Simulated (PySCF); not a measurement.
Diatomics of Se with group 14

PBE0 with double-zeta basis sets in PySCF, for the lowest determinant that a PBE0 search found; no spin–orbit coupling. De refers to high-spin ground-configuration atoms. A positive dipole means M(−)Se(+).

```tsv
M	basis	state (unpaired electrons)	Re (Å)	ωe (cm⁻¹)	De (eV)	μ (D)
C	def2-SVP	singlet (closed shell)	1.672	1097	6.09	2.12
Si	x2c-SVPall	singlet (closed shell)	2.063	597	5.48	-1.18
Ge	cc-pVDZ-PP	singlet (closed shell)	2.148	413	4.99	-1.94
Sn	def2-SVP	singlet (closed shell)	2.339	339	4.53	-2.91
Pb	def2-SVP	singlet (closed shell)	2.421	294	4.22	-3.71
```

The shortest bond is that of CSe (1.672 Å), the longest that of PbSe (2.421 Å).

The rows differ in basis set, which adds steps of its own.

Down a group the atoms grow and get heavier, so bonds lengthen and wavenumbers fall; this series shows no clear exception.

These are scalar-relativistic numbers at best; spin–orbit coupling would shift them, the dissociation energy most.
